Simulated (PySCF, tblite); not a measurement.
One entry of a table of gas-phase calculations, keyed by method. Lists by class give the value and the number of equivalent atoms.

```json
{
 "formula": "C5H9FO3Si",
 "smiles": "O=C(O)/C=C(/CCF)[SiH2]O",
 "charge": 0,
 "multiplicity": 1,
 "geometry_level": "GFN2-xTB",
 "atoms_angstrom": [
  ["O", 2.384, 0.423, -0.855],
  ["C", 2.163, -0.569, -0.191],
  ["O", 3.087, -1.53, -0.04],
  ["C", 0.923, -0.857, 0.51],
  ["C", -0.109, -0.006, 0.498],
  ["C", -1.379, -0.392, 1.191],
  ["C", -2.4, -0.917, 0.183],
  ["F", -2.83, 0.081, -0.653],
  ["Si", -0.09, 1.666, -0.435],
  ["O", 1.069, 2.682, 0.061],
  ["H", 3.894, -1.299, -0.526],
  ["H", 0.906, -1.803, 1.038],
  ["H", -1.808, 0.475, 1.694],
  ["H", -1.204, -1.183, 1.923],
  ["H", -1.964, -1.694, -0.453],
  ["H", -3.291, -1.301, 0.692],
  ["H", -1.26, 2.403, 0.022],
  ["H", -0.075, 1.36, -1.861],
  ["H", 1.975, 2.469, -0.158]
 ],
 "electronic_structure_code": "PySCF",
 "results": {
  "GFN2-xTB geometry": {
   "point_group": "C1",
   "rotational_constants_GHz": [1.524, 0.765, 0.57]
  },
  "PBE0/pcSseg-1 ground state and GIAO shieldings, non-relativistic": {
   "dipole_D": 3.99,
   "homo_eV": -8.19,
   "lumo_eV": -1.93,
   "shift_vs_computed_TMS_C_by_class_ppm": [
    [188.8, 1],
    [175.1, 1],
    [133.1, 1],
    [90.0, 1],
    [45.5, 1]
   ],
   "shift_vs_computed_TMS_H_by_class_ppm": [
    [6.49, 1],
    [6.39, 1],
    [5.02, 2],
    [4.73, 2],
    [2.85, 2],
    [2.37, 1]
   ],
   "shielding_other_nuclei_by_class_ppm": [
    ["O", -60.7, 1],
    ["O", 123.1, 1],
    ["O", 310.7, 1],
    ["F", 415.2, 1],
    ["Si", 380.0, 1]
   ],
   "charges_hirshfeld_e_by_atom": [-0.24, 0.21, -0.17, -0.07, -0.05, -0.07, 0.03, -0.1, 0.36, -0.31, 0.19, 0.05, 0.05, 0.05, 0.04, 0.05, -0.09, -0.08, 0.15]
  },
  "GFN2-xTB harmonic vibrations, gas phase": {
   "strongest_ir_bands_cm-1_km_per_mol_modes": [
    [768.6, 220.5, 1],
    [867.0, 282.0, 1],
    [1106.0, 369.4, 1],
    [1725.5, 342.3, 1],
    [2299.0, 306.8, 1],
    [2325.1, 209.9, 1]
   ],
   "zpe_kcal_per_mol": 84.2
  }
 }
}
```

The rotational constants make it an asymmetric top with κ = (2B − A − C)/(A − C) = -0.59, nearer the prolate limit (−1). With B = h/(8π²I), that is 505.379 GHz u Å² over I, the principal moments of inertia are 331.6, 660.3 and 887.4 u Å² (most abundant isotopes). The zero-point energy, half the sum of the 51 harmonic wavenumbers, equals 29430 cm⁻¹ or 352 kJ/mol. In atomic units the dipole is 1.57 e·bohr (1 au = 2.5417 D).

 NMR classes are plain means over equivalent atoms (diastereotopic ones count apart unless rotation or inversion swaps them), as if these changed places fast; in this geometry the members of some classes differ.

One conformer stands for the species.
